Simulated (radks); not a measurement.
Results of a calculation; reference values are marked as such.
Q: These are the eigenvalues of the occupied orbitals of an atom or ion with whole-number occupations (hartree). Level of theory: scalar-relativistic Kohn-Sham, PBE, spin-polarised, spherical densities, point nucleus (a radial shooting solver on a logarithmic mesh with Libxc functionals).

| orbital | eigenvalue |
|---|---|
| 1s up | -2810.440 |
| 1s down | -2810.016 |
| 2s up | -626.1952 |
| 2s down | -625.8887 |
| 2p up | -569.2885 |
| 2p down | -568.8530 |
| 3s up | -251.1479 |
| 3s down | -249.7663 |
| 3p up | -234.2975 |

Which element is it, and in what charge state? The configuration may be excited. Open shells, if any, are filled with parallel spins first.

A: Z = 75, rhenium, charge +60: Re60+ in [Ne] 3s2 3p3. The list shows which subshells hold electrons but not how many an open one holds; the 1s level, -2810.4 hartree, gives Z - s = 75.0 by -(Z - s)^2/2, which with screening and relativity narrows Z to a few neighbours, and the depths of the outer levels then fix element, charge and occupations together.
